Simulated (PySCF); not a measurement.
## Assignment exercise: C5H5ClO2Si

Mapped SMILES: `[O:1]=[C:2]1[CH:3]=[C:4]([SiH2:5][Cl:6])[C:7](=[O:8])[CH2:9]1`; H(Xn) means a hydrogen on atom n.

Equivalent nuclei averaged, non-relativistic Hamiltonian, a single conformation, no solvent model. Structure optimised with GFN2-xTB; shieldings: GIAO PBE0/pcSseg-1; PySCF 2.14.0 with density-fitted response routines.

Shifts are taken against calculated references (same method and geometry level): 13C and 1H against TMS.

Q: Assign these signals to the numbered atoms. 13C{1H} NMR (computed): δ 211.1, 206.1, 169.4, 166.4, 45.5.

A: 
```tsv
δ (ppm)	atoms	environment	reason
211.1	C7	ketone carbonyl carbon	the double bond to the heteroatom, with no lone-pair donor beside it, deshields it most
206.1	C2	ketone carbonyl carbon	–
169.4	C4	β carbon of a C=C–C=O unit	conjugation with the carbonyl draws π density from the β position
166.4	C3	β carbon of a C=C–C=O unit	–
45.5	C9	sp3 CH2 α to a carbonyl	α to the electron-withdrawing carbonyl group
```

Q: Assign these signals to the numbered atoms. 1H NMR (400 MHz, computed): δ 7.61 (s, 1H), 5.62 (s, 2H), 2.82 (s, 2H).

A: 
7.61 → H(C3), hydrogen on a β carbon of a C=C–C=O unit: a vinylic proton, deshielded by the sp2 carbon and the C=C anisotropy
5.62 → H(Si5), hydrogen on a silicon bonded to C, Cl
2.82 → H(C9), hydrogen on an sp3 CH2 α to a carbonyl: α to C=O

Shifts are as computed. Against solution values, carbons near 30 ppm lie about +3 ppm off and those near 130 ppm about +5 ppm. Of 1309 compounds with measured shifts, 239 miss one by over three times the rms of a fit or turn the order of signals round; such compounds aren't used in these exercises. Multiplicities follow the n + 1 count of equivalent neighbours, as no J values were calculated; m marks all less simple cases, F and P coupling included.
